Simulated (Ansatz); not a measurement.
Consider the cleavage of the Si–B bond: `N[SiH2]B(O)O` + `C=CS` → `C=CS[SiH2]N` + `OBO`.

Computed with Ansatz on PBE0-D4/def2-TZVP structures; ΔE is electronic, products minus reactants. CCSD(T)/CBS is the MP2 limit (def2-TZVPP, def2-QZVPP) plus CCSD(T) − MP2 in def2-TZVPP, frozen cores. This one scheme is used for every species. Functionals use def2-TZVPP. B3LYP here is the variant with VWN-RPA as its local correlation; programs differ in this. Each species was taken in one conformer, which may not be the lowest.

| level | ΔE (kcal/mol) | difference from CCSD(T)/CBS |
| --- | --- | --- |
| PBE-D4 | -21.1 | 2.9 |
| r2SCAN-D4 | -22.9 | 1.1 |
| PBE0-D4 | -22.4 | 1.6 |
| B3LYP-D4 | -23.3 | 0.7 |
| ωB97X-V | -22.6 | 1.4 |
| ωB97M-V | -23.6 | 0.4 |
| B2PLYP | -23.8 | 0.2 |
| PBE | -20.6 | 3.4 |
| r2SCAN | -22.8 | 1.2 |
| PBE0 | -22.0 | 2.0 |
| B3LYP | -22.6 | 1.4 |
| HF/def2-TZVPP | -26.2 | -2.2 |
| MP2/def2-TZVPP | -25.7 | -1.7 |
| SCS-MP2/def2-TZVPP | -25.0 | -1.0 |
| CCSD/def2-TZVPP | -23.2 | 0.8 |
| CCSD(T)/def2-TZVPP | -23.1 | 0.9 |
| HF/def2-QZVPP | -26.3 | -2.3 |
| MP2/def2-QZVPP | -26.3 | -2.3 |
| SCS-MP2/def2-QZVPP | -25.6 | -1.6 |
| HF/CBS(def2) | -26.3 | -2.3 |
| MP2/CBS(def2) | -26.7 | -2.7 |
| CCSD/CBS(def2) | -24.2 | -0.2 |
| CCSD(T)/CBS | -24.0 | 0 |

Largest T1 diagnostic among the species: 0.013.

From PBE to PBE0 (25 % exact exchange), in def2-TZVPP and without D4, ΔE moves by −1.4 kcal/mol. The D4 term adds −0.7 kcal/mol with B3LYP and −0.4 kcal/mol with PBE0; it sums over pairs of atoms, weighted by their polarisabilities, and B3LYP, whose exchange is more repulsive, gets the larger term.

CCSD(T)/CBS has its own doubt, a few kJ/mol and more with outer-core shells, so smaller differences from it don't rank the levels.
